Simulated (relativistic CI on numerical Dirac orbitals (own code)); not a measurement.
# Slater and spin-orbit integrals, Au45+

Computed by Dirac-Coulomb-Breit CI, separate exchange-only KLI orbitals for each configuration, QED by a radiative potential, unscaled Slater integrals (own radial code, finite nucleus).

Slater integrals F^k, G^k are unscaled and averaged over j, outside the closed core [Ar] 3d10; ζ comes from projecting the Hamiltonian with its Breit term on Σ l·s of the shell.

- 4s²4p⁴: F^2(4p,4p) = 271970, ζ(4p) = 723290 cm⁻¹; <r>(4p) = 0.3732, <r^2>(4p) = 0.1579 (bohr units).
- 4s4p⁵: G^1(4s,4p) = 355910, ζ(4p) = 722890 cm⁻¹; <r>(4s) = 0.3633, <r^2>(4s) = 0.1486, <r>(4p) = 0.3733, <r^2>(4p) = 0.1579 (bohr units).
- 4s²4p³4d: F^2(4p,4p) = 271920, ζ(4p) = 724120, F^2(4p,4d) = 268580, G^1(4p,4d) = 330470, G^3(4p,4d) = 212580, ζ(4d) = 91179 cm⁻¹; <r>(4p) = 0.3733, <r^2>(4p) = 0.1579, <r>(4d) = 0.3705, <r^2>(4d) = 0.157 (bohr units).

Averages of the first 10 configurations, taken without configuration mixing, which lowers the lowest level and can move excited configurations by several eV; other configurations of the list can lie among them:

| Configuration | Parity | States | Average energy above the lowest level (eV) |
| --- | --- | --- | --- |
| 4s²4p⁴ | even | 15 | 93.6 |
| 4s4p⁵ | odd | 12 | 306.7 |
| 4s²4p³4d | odd | 200 | 332.7 |
| 4p⁶ | even | 1 | 531.9 |
| 4s4p⁴4d | even | 300 | 540.4 |
| 4s²4p³4f | even | 280 | 549.6 |
| 4s4p⁴4f | odd | 420 | 757.6 |
| 4p⁵4d | odd | 60 | 760.3 |
| 4s4p³4d² | odd | 1800 | 777.7 |
| 4s²4p²4d4f | odd | 2100 | 789.5 |
